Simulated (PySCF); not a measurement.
From one molecule to another.

First species: C₅H₁₄Si₂.
Structure used (GFN2-xTB), in Å, numbered top down from 1:
```
atom  x, y, z in Å
C1    -1.3988   -0.4658   -1.3328
C2    -1.7198   -0.4664    0.1604
C3    -3.1567   -0.0082    0.3914
Si4   -0.4811    0.6100    1.1446
C5     1.2498   -0.0567    0.8257
C6     2.2618    0.6274    0.2953
Si7    3.9796   -0.0582   -0.0476
H8    -2.0948   -1.1032   -1.8782
H9    -0.3891   -0.8304   -1.5125
H10   -1.4735    0.5409   -1.7402
H11   -1.6401   -1.5003    0.5159
H12   -3.8593   -0.6521   -0.1374
H13   -3.4045   -0.0304    1.4504
H14   -3.2949    1.0097    0.0322
H15   -0.5763    2.0089    0.7087
H16   -0.7938    0.5149    2.5782
H17    1.4272   -1.0946    1.0894
H18    2.0865    1.6653    0.0325
H19    4.0333   -1.4626    0.3639
H20    4.2638    0.0461   -1.4823
H21    4.9719    0.7227    0.6966
```

Second species: C7H9O2P.
InChI=1S/C7H9O2P/c1-6-5-10(6,8)7-3-2-4-9-7/h2-4,6H,5H2,1H3/t6-,10-/m1/s1

Levels: PBE0/pcSseg-1 for dipole moment, HOMO energy, LUMO energy and HOMO–LUMO gap; GFN2-xTB for rotational constant A and rotational constant C. Geometries: GFN2-xTB. All species are isolated and taken at one optimised geometry, non-relativistic unless stated; the electronic structure was computed with PySCF and density fitting.

The conformers computed, where there is a choice (atom-mapped SMILES and torsion angles):
- `[CH3:1][CH:2]([CH3:3])[SiH2:4]/[CH:5]=[CH:6]/[SiH3:7]`: C1–C2–Si4–C5 -58°, C2–Si4–C5–C6 121°
- `[CH3:1][C@@H:2]1[CH2:3][P@:4]1(=[O:5])[c:6]1[cH:7][cH:8][cH:9][o:10]1`: C3–P4–C6–C7 158°

Values for the first species:

```
Dipole moment         : 0.61 D
HOMO energy           : -7.69 eV
LUMO energy           : -0.70 eV
HOMO–LUMO gap         : 6.99 eV
Rotational constant A : 4.274 GHz
Rotational constant C : 0.570 GHz
```

Question: Estimate the same properties for the second species, and the change in each.

Answer: 
```csv
property,first,second,second less first
dipole moment,0.61 D,4.09 D,+3.48 D
HOMO energy,-7.69 eV,-6.72 eV,+0.97 eV
LUMO energy,-0.70 eV,-0.80 eV,-0.10 eV
HOMO–LUMO gap,6.99 eV,5.92 eV,-1.07 eV
rotational constant A,4.274 GHz,1.987 GHz,-2.287 GHz
rotational constant C,0.570 GHz,0.718 GHz,+0.148 GHz
```

On the first: The dipole matches unit charges of opposite sign 0.13 Å apart (1 e·Å = 4.8032 D).

On the second: The dipole equals about 13.6 × 10⁻³⁰ C·m (1 D = 3.33564 × 10⁻³⁰ C·m).
